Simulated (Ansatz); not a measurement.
`C[O][W]([F])([F])([Cl])([Cl])[O]C`, one more setting.

```yaml
crystal:
  periodic: [false, false, false]
  atoms:
    - {symbol: C, position_ang: [1.902954, 0.024708, -2.002291]}
    - {symbol: O, position_ang: [0.739109, -0.261551, -1.278329]}
    - {symbol: W, position_ang: [-0.495370, 0.597358, -0.227255]}
    - {symbol: F, position_ang: [-1.888368, 0.201147, -1.399025]}
    - {symbol: F, position_ang: [-0.136518, 2.148795, -1.211201]}
    - {symbol: Cl, position_ang: [-1.928094, 1.932677, 1.024531]}
    - {symbol: Cl, position_ang: [1.260985, 1.203083, 1.193241]}
    - {symbol: O, position_ang: [-0.889812, -0.796359, 0.873826]}
    - {symbol: C, position_ang: [-1.229782, -1.252904, 2.147431]}
    - {symbol: H, position_ang: [2.720377, 0.183518, -1.291590]}
    - {symbol: H, position_ang: [2.131478, -0.820442, -2.652647]}
    - {symbol: H, position_ang: [1.752252, 0.932084, -2.592947]}
    - {symbol: H, position_ang: [-1.563498, -2.289057, 2.079392]}
    - {symbol: H, position_ang: [-0.347708, -1.182229, 2.789877]}
    - {symbol: H, position_ang: [-2.027994, -0.620838, 2.547017]}
basis:
  gaussian: {orbitals: x2c-TZVPPall}
magnetization: {spin_polarized: true, initial_magnetization: 0}
hamiltonian: {xc: {name: rPW86-PBE}, dispersion: rvv10}
scf: {lower_state_search: light}
```

```sh
$ ansatz run in.yaml --threads 4 --pin off --events-out ev --progress --plain --max-ram 41984MiB --backend cuda --devices 0, --max-vram 37GiB
```

It prints (some lines left out):

```
Functional definition: rPW86-PBE+rVV10
2713 factors; their error is unknown
mean field evaluation 1: about -476272.7066 eV, gradient 9.1e1 eV
mean field evaluation 2: about -475891.4101 eV, gradient 3.3e2 eV
mean field evaluation 4: about -476287.6706 eV, gradient 6.0e1 eV
mean field evaluation 8: about -476299.3666 eV, gradient 1.3e0 eV
mean field evaluation 16: about -476299.3606 eV, gradient 2.1e-2 eV
mean field -476299.36061096 eV, -17503.6786551507 hartree, gradient 3.3e-5 eV, S^2 0.000000; 0 other end points of the search recorded, 0 dependent functions left out
reference -476299.36078582 eV, -17503.6786615765 hartree; 80, 80 occupied and 371, 371 virtual orbitals, 2713 factors
Total energy: -476299.36078582 eV, -17503.6786615765 hartree
Relativity: scalar
```

Hardware: 4 threads of an AMD EPYC 7R13 on a shared host and a share of an NVIDIA H100 80 GB. Wall time 7.5 s, peak host memory 1.3 GiB.
